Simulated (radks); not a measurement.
Initial-state core-level shifts of the promethium ion Pm+ when its valence configuration changes from [Xe] 4f5 6s1. All-electron calculation, Dirac Kohn-Sham, LDA (Slater exchange, Perdew-Wang correlation), spin-unpolarised, spherical densities, point nucleus; open shells fill j = l - 1/2 first. Program: a radial shooting solver on a logarithmic mesh with Libxc functionals. Shifts are changes of the shell-averaged eigenvalues in eV (positive: less bound).

\begin{tabular}{lrrrr}
valence & 2s & 3d & 4d & 5p \\ \hline
4f3 5d2 6s1 & -14.746 & -16.617 & -14.416 & -5.486 \\
4f4 6s1 6p1 & -10.192 & -10.958 & -10.092 & -5.836 \\
4f4 6s2 & -9.182 & -9.950 & -9.083 & -4.872 \\
4f6 & +6.017 & +6.480 & +6.124 & +3.643 \\
4f4.5 5d0.5 6s1 & -3.184 & -3.559 & -3.186 & -1.336 \\
4f5 5d1 & +1.813 & +1.764 & +1.807 & +1.790 \\
4f5 6p1 & -1.018 & -1.007 & -1.021 & -1.025 \\
4f3.5 5d0.5 6s2 & -13.175 & -14.446 & -12.954 & -6.321 \\
4f4 5d1 6s1 & -6.744 & -7.560 & -6.696 & -2.715 \\
\end{tabular}
